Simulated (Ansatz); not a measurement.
Consider the cleavage of the Si–Si bond: `[SiH3][SiH2][SiH2][SiH2][GeH3]` + H₂S → `[SiH3][SiH2]S` + `[SiH3][SiH2][GeH3]`.

Gas-phase electronic energies from Ansatz, PBE0-D4/def2-TZVP geometries. CCSD(T)/CBS is the MP2 limit (def2-TZVPP, def2-QZVPP) plus CCSD(T) − MP2 in def2-TZVPP, frozen cores. This one scheme is used for every species. Functionals use def2-TZVPP. For Ge outer-core shells are correlated without core-valence functions, which leaves a few kJ/mol of doubt a bond. Scalar relativity is left out up to krypton. Each species was taken in one conformer, which may not be the lowest.

Question: Is it downhill or uphill in electronic energy at CCSD(T)/CBS, and by how much? (An estimate is asked.)

Answer: Computed: Downhill: ΔE = -35.5 kJ/mol.

Question: What do these levels give: r2SCAN-D4, r2SCANh-D4, ωB97M-V, PBE, PBE0, CCSD(T)/def2-TZVPP? (An estimate is asked.)

Answer: The calculation gave: r2SCAN-D4 -35.0, r2SCANh-D4 -35.2, ωB97M-V -39.3, PBE -34.4, PBE0 -37.0, CCSD(T)/def2-TZVPP -33.7 kJ/mol.

Largest T1 diagnostic among the species: 0.013.

The D4 term adds +13.5 kJ/mol with B3LYP and +8.5 kJ/mol with PBE0; it sums over pairs of atoms, weighted by their polarisabilities, and B3LYP, whose exchange is more repulsive, gets the larger term. At CCSD(T), def2-SVP lies +7.7 kJ/mol from the extrapolated value and def2-TZVPP +1.8 kJ/mol.

B3LYP here is the variant with VWN-RPA as its local correlation; programs differ in this.
